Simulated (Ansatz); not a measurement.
Coupled-cluster run, `COB[SiH3]`.

```yaml
crystal:
  periodic: [false, false, false]
  atoms:
    - {symbol: C, position_ang: [-1.637322, 1.189061, -0.641127]}
    - {symbol: O, position_ang: [-0.344493, 0.795358, -0.216932]}
    - {symbol: B, position_ang: [-0.033148, -0.479071, 0.058590]}
    - {symbol: Si, position_ang: [1.848436, -0.925009, 0.660778]}
    - {symbol: H, position_ang: [-1.553961, 1.668606, -1.617963]}
    - {symbol: H, position_ang: [-2.034741, 1.912308, 0.073104]}
    - {symbol: H, position_ang: [-2.308132, 0.328418, -0.707743]}
    - {symbol: H, position_ang: [-0.886638, -1.325977, -0.059417]}
    - {symbol: H, position_ang: [1.812086, -1.551811, 2.014318]}
    - {symbol: H, position_ang: [2.454585, -1.927912, -0.262569]}
    - {symbol: H, position_ang: [2.748626, 0.259229, 0.719662]}
basis:
  gaussian: {orbitals: def2-TZVPP}
correlation: {method: ccsd_t}
output: {orbitals: {seedname: orbitals}}
```

```sh
$ ansatz run in.yaml --threads 2 --pin off --events-out ev --progress --plain --max-ram 4352MiB
```

The program prints (abridged):

```
Functional definition: HF
1359 factors; integrals over basis functions are off by at most 1.1e-3 eV
mean field evaluation 1: about -11711.6760 eV, gradient 3.1e1 eV
mean field evaluation 2: about -11711.8838 eV, gradient 3.2e1 eV
mean field evaluation 4: about -11714.5725 eV, gradient 4.6e0 eV
mean field evaluation 8: about -11714.6398 eV, gradient 1.9e-1 eV
mean field -11714.64001612 eV, -430.5050801242 hartree, gradient 8.8e-6 eV, S^2 0.000000; 0 other end points of the search recorded, 0 dependent functions left out
8 core orbitals not correlated: weight in the atoms' cores, before any rotation towards them, 1.000 or more for the frozen orbitals, at most 0.000 for the correlated occupied ones
reference -11714.64001612 eV, -430.5050801242 hartree; 12, 12 occupied and 213, 213 virtual orbitals, 1359 factors
second order -17.42936123 eV of doubles, -0.00000000 eV of singles
cycle   1  -18.16972302 eV  change   -7.4e-1 eV  update   1.0e-1
cycle   2  -18.68319360 eV  change   -5.1e-1 eV  update   3.1e-2
cycle   3  -18.80404285 eV  change   -1.2e-1 eV  update   1.8e-2
cycle   4  -18.79121563 eV  change    1.3e-2 eV  update   5.2e-3
cycle   5  -18.79087247 eV  change    3.4e-4 eV  update   2.5e-3
cycle   6  -18.79114919 eV  change   -2.8e-4 eV  update   7.0e-4
cycle   7  -18.79079503 eV  change    3.5e-4 eV  update   2.4e-4
cycle   8  -18.79083899 eV  change   -4.4e-5 eV  update   8.0e-5
cycle   9  -18.79087343 eV  change   -3.4e-5 eV  update   2.5e-5
cycle  10  -18.79086290 eV  change    1.1e-5 eV  update   1.0e-5
perturbative correction -0.67864119 eV, -0.0249396039 hartree
Total energy: -11734.10952021 eV, -431.2205712026 hartree
```

Run time 3.2 min (2 threads of an Intel Xeon Platinum 8488C on a shared host); peak host memory 1.7 GiB.

MP2 recovers 89.5 % of the CCSD(T) correlation energy and the triples give 3.5 %; T1 = 0.0144.
